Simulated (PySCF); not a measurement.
BP86 on Pd⁻ (palladium, charge -1), [Kr] 4d10 5s1, 2S determinant. All numbers are calculated (PySCF 2.14, a scalar-relativistic core potential, in def2-TZVPPD with the def2 core potential (28 electrons) (6s4p3d2f1g, 56 functions)).

```
cycle= 1 E= -127.974365086185  delta_E= 0.00307  |g|= 0.271  |ddm|= 0.717
cycle= 2 E= -127.87539507158  delta_E= 0.099  |g|= 0.617  |ddm|= 0.679
cycle= 3 E= -127.998472030762  delta_E= -0.123  |g|= 0.0119  |ddm|= 0.427
cycle= 4 E= -127.998541388348  delta_E= -6.94e-05  |g|= 0.00486  |ddm|= 0.0261
cycle= 5 E= -127.99855005969  delta_E= -8.67e-06  |g|= 5.22e-05  |ddm|= 0.00506
cycle= 6 E= -127.998550061045  delta_E= -1.36e-09  |g|= 3.74e-06  |ddm|= 4.95e-05
cycle= 7 E= -127.998550061051  delta_E= -5.6e-12  |g|= 2.24e-07  |ddm|= 2.96e-06
converged SCF energy = -127.998550061051  <S^2> = 0.75205206  2S+1 = 2.002051
```

Highest occupied orbital energy: 2.877 eV; ⟨L²⟩ = 0.00; populations by l: s 3.00, p 6.00, d 10.00, f 0.00.

(1) Can this result be used?

Answers

(1) With care. Self-consistency was reached. Energies and moments cover only the electrons outside the core potential. At BP86 the highest occupied level has a positive energy, so only the finite basis holds that electron; in a semilocal or global hybrid functional this comes from self-interaction and does not mean that the real anion is unbound.
